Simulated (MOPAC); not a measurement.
Input for MOPAC: PM7 on H4SeSn (SMILES [SeH][SnH3]), a point of a torsion scan.

```
PM7 1SCF PRECISE CHARGE=0 THREADS=1
H4SeSn

Se     1.71620263 1    -0.91697027 1    -0.09194335 1
Sn    -0.60739579 1     0.00133202 1     0.00253992 1
H      2.35017948 1     0.36612414 1     0.03510207 1
H     -1.09066836 1     0.63365381 1    -1.47324078 1
H     -0.72649781 1     1.20332860 1     1.16460467 1
H     -1.62851121 1    -1.25533391 1     0.40371243 1
```

It printed:

```
*******************************************************************************
 **                                                                           **
 **                              MOPAC v23.2.5                                **
 **                                                                           **
 *******************************************************************************
 ** MOPAC's Digital Object Identifier: https://doi.org/10.5281/zenodo.6511958 **
 **                                                                           **
 ** Please cite the open-source release paper for use of this MOPAC version:  **
 ** J. E. Moussa and J. J. P. Stewart (2026)                                  **
 ** MOPAC: An open-source semiempirical molecular orbital program             **
 ** J. Open Source Softw., 11(119), 8025, https://doi.org/10.21105/joss.08025 **
 *******************************************************************************

                              PM7 CALCULATION RESULTS

 *******************************************************************************
 *  PM7        - The PM7 Hamiltonian to be used
 *
 *
 *
 *                 CHARGE ON SYSTEM = 0
 *
 *
 *
 *  PRECISE    - TIGHTER CRITERIA TO BE USED
 *  1SCF       - DO 1 SCF AND THEN STOP
 *  THREADS=1  - MULTI-THREADING NOT USED
 *  T=         - A TIME OF 172800.0 SECONDS REQUESTED
 *  DUMP=N     - RESTART FILE WRITTEN EVERY 7200.0 SECONDS REQUESTED
 *******************************************************************************
PM7 1SCF PRECISE CHARGE=0 THREADS=1
 H4SeSn

   ATOM   CHEMICAL          X               Y               Z
  NUMBER   SYMBOL      (ANGSTROMS)     (ANGSTROMS)     (ANGSTROMS)

     1      Se          1.71620263  *  -0.91697027  *  -0.09194335  *
     2      Sn         -0.60739579  *   0.00133202  *   0.00253992  *
     3       H          2.35017948  *   0.36612414  *   0.03510207  *
     4       H         -1.09066836  *   0.63365381  *  -1.47324078  *
     5       H         -0.72649781  *   1.20332860  *   1.16460467  *
     6       H         -1.62851121  *  -1.25533391  *   0.40371243  *



          CARTESIAN COORDINATES

    NO.       ATOM           X           Y           Z

     1        Se          1.7162     -0.9170     -0.0919
     2        Sn         -0.6074      0.0013      0.0025
     3         H          2.3502      0.3661      0.0351
     4         H         -1.0907      0.6337     -1.4732
     5         H         -0.7265      1.2033      1.1646
     6         H         -1.6285     -1.2553      0.4037

 General Reference for PM7:
 "Optimization of Parameters for Semiempirical Methods VI: More Modifications to the
 NDDO Approximations and Re-optimization of Parameters", J. J. P. Stewart, J. Mol. Mod., 1:32, 19 (2013)
 https://link.springer.com/article/10.1007/s00894-012-1667-x

           Empirical Formula: H4 Se Sn  =     6 atoms



      MOLECULAR POINT GROUP   :   C1


      RHF CALCULATION, NO. OF DOUBLY OCCUPIED LEVELS = 7



 ALL CONVERGERS ARE NOW FORCED ON
 SHIFT=10, PULAY ON, CAMP-KING ON
 AND ITERATION COUNTER RESET



 -------------------------------------------------------------------------------
 PM7 1SCF PRECISE CHARGE=0 THREADS=1
 H4SeSn



     1SCF WAS SPECIFIED, SO BFGS WAS NOT USED
     SCF FIELD WAS ACHIEVED


                              PM7 CALCULATION
                                                       MOPAC v23.2.5 Linux




          FINAL HEAT OF FORMATION =         23.37660 KCAL/MOL =      97.80769 KJ/MOL


          COSMO AREA              =        112.88 SQUARE ANGSTROMS
          COSMO VOLUME            =        103.11 CUBIC ANGSTROMS

          IONIZATION POTENTIAL    =          7.951647 EV
          HOMO LUMO ENERGIES (EV) =         -7.952  0.336
          NO. OF FILLED LEVELS    =          7
          MOLECULAR WEIGHT        =        201.6816         POINT GROUP:  C1

          MOLECULAR DIMENSIONS (Angstroms)

            Atom       Atom       Distance
            H     6    H     3     4.31219
           Se     1    H     5     3.09766
            H     4   Se     1     2.35012


          SCF CALCULATIONS        =          1





   ATOM   CHEMICAL          X               Y               Z
  NUMBER   SYMBOL      (ANGSTROMS)     (ANGSTROMS)     (ANGSTROMS)

     1      Se          1.71620263  *  -0.91697027  *  -0.09194335  *
     2      Sn         -0.60739579  *   0.00133202  *   0.00253992  *
     3       H          2.35017948  *   0.36612414  *   0.03510207  *
     4       H         -1.09066836  *   0.63365381  *  -1.47324078  *
     5       H         -0.72649781  *   1.20332860  *   1.16460467  *
     6       H         -1.62851121  *  -1.25533391  *   0.40371243  *

                             CARTESIAN COORDINATES

   1   Se        1.716202630    -0.916970270    -0.091943350
   2   Sn       -0.607395790     0.001332020     0.002539920
   3    H        2.350179480     0.366124140     0.035102070
   4    H       -1.090668360     0.633653810    -1.473240780
   5    H       -0.726497810     1.203328600     1.164604670
   6    H       -1.628511210    -1.255333910     0.403712430


           Empirical Formula: H4 Se Sn  =     6 atoms



      MOLECULAR POINT GROUP   :   C1


                  EIGENVALUES
 -23.51915 -13.13689 -13.10753 -12.69158 -11.33957  -9.63537  -7.95165   0.33644
   1.58694   4.19912   5.28443   5.32715


              NET ATOMIC CHARGES AND DIPOLE CONTRIBUTIONS

  ATOM NO.   TYPE          CHARGE      No. of ELECS.   s-Pop       p-Pop
    1         Se          -0.420199        6.4202     1.94098     4.47921
    2         Sn           0.953750        3.0463     0.86897     2.17728
    3          H           0.004096        0.9959     0.99590
    4          H          -0.180093        1.1801     1.18009
    5          H          -0.181401        1.1814     1.18140
    6          H          -0.176153        1.1762     1.17615
 DIPOLE           X         Y         Z       TOTAL
 POINT-CHG.    -3.246     1.330     0.116     3.509
 HYBRID         0.550     0.760     0.070     0.941
 SUM           -2.696     2.089     0.186     3.416


          ATOMIC ORBITAL ELECTRON POPULATIONS

     Atom    s        px        py        pz
    1 Se   1.94098   1.38607   1.11603   1.97711
    2 Sn   0.86897   0.60034   0.77671   0.80023
    3  H   0.99590
    4  H   1.18009
    5  H   1.18140
    6  H   1.17615

 **********************
 *                    *
 * JOB ENDED NORMALLY *
 *                    *
 **********************




 == MOPAC DONE ==
```

The run finished.

Cost: roughly 0.16 core-seconds.
